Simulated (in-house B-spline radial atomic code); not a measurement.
Values are calculated unless marked as measured or tabulated.
Ghost states of the separable form: As

As, [Ar] 3d10 4s2 4p3, non-relativistic LDA (VWN5), spherical and spin-unpolarised, from an all-electron radial atomic-structure program (B-spline basis) (atomic units; all potentials screened as in the neutral atom).

Troullier-Martins channels: 4s (ε = -0.5237, r_c = 1.346 bohr), 4p (ε = -0.1975, r_c = 1.644 bohr). In the Kleinman-Bylander form one channel serves as the local potential, and each other channel l becomes |δV u><u δV|/<u|δV|u>, with δV = V_l − V_local and u the pseudo-orbital. Its strength is E_KB = <u|δV²|u>/<u|δV|u>. By the analysis of Gonze, Stumpf and Scheffler a spurious state lies below the reference level ε if E_KB > 0 and ε is above the second level of the local potential alone, or if E_KB < 0 and ε is above its first. The table's levels are those of angular momentum l in a sphere of 9 bohr, whose wall can lift a shallow ε a little above its free-atom value.

```json
{"local": "p", "channel": "s", "<u δV u>": "0.023598", "<u δV² u>": "0.23529", "ε": "-0.5237", "first local level": "-0.5945", "second local level": "0.0006"}
{"local": "s", "channel": "p", "<u δV u>": "-0.0062275", "<u δV² u>": "0.10956", "ε": "-0.1973", "first local level": "-0.2006", "second local level": "0.0994"}
```

Q: Apply the rule to each row.

A: Local p, channel s: E_KB = +9.97, so ε = -0.5237 is set against 0.0006: no ghost. Local s, channel p: E_KB = -17.6, so ε = -0.1973 is set against -0.2006: a ghost.

Diagonalising the separable Hamiltonian gives:

```
local  channel       three lowest levels  all-electron, two lowest valence levels
    p        s   -0.5237, 0.0193, 0.3123                          -0.5237, 0.0192
    s        p  -4.6923, -0.1973, 0.0995                          -0.1973, 0.0991
```

Q: Which choices of local channel are safe?

A: Free of ghosts: p. With s local the p channel has a ghost 4.50 hartree below ε, since the attractive projector pulls a state below the first local level. Among the safe choices the second level, which tests transfer, is off by at most 0.1 millihartree (p local). A small <u δV u> makes E_KB large and sensitive.
